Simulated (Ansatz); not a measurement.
Basis-set extrapolation for CH$_{3}$AlClFSSi, SMILES `F[SiH]1C[S][Al]1[Cl]` (PBE0-D4/def2-TZVP geometry, frozen core, the Gaussian-basis code of Ansatz). Multiplicity 1, RHF reference.

```tsv
	def2-TZVPP	def2-QZVPP
HF	-1527.211902	-1527.257730
MP2 correlation	-0.958392	-1.044491
CCSD(T) correlation	-1.053864	not run
```

Energies in hartree. Use E(X) = E(∞) + A·exp(−7.88·√X) for Hartree–Fock and E(X) = E(∞) + B·X^(−2.97) for correlation, with X = 3 and 4, and add CCSD(T) minus MP2 of the smaller set to the MP2 limit.

What is the CCSD(T) energy at the basis-set limit?

HF limit: -1527.257730 + (-0.045828) × 0.13774 = -1527.26404. MP2 limit: -1.044491 + (-0.086099) × 0.74074 = -1.10827. Higher-order term: -1.053864 − (-0.958392) = -0.09547. Total: -1528.46778 hartree, 5.50 eV below CCSD(T)/def2-TZVPP.
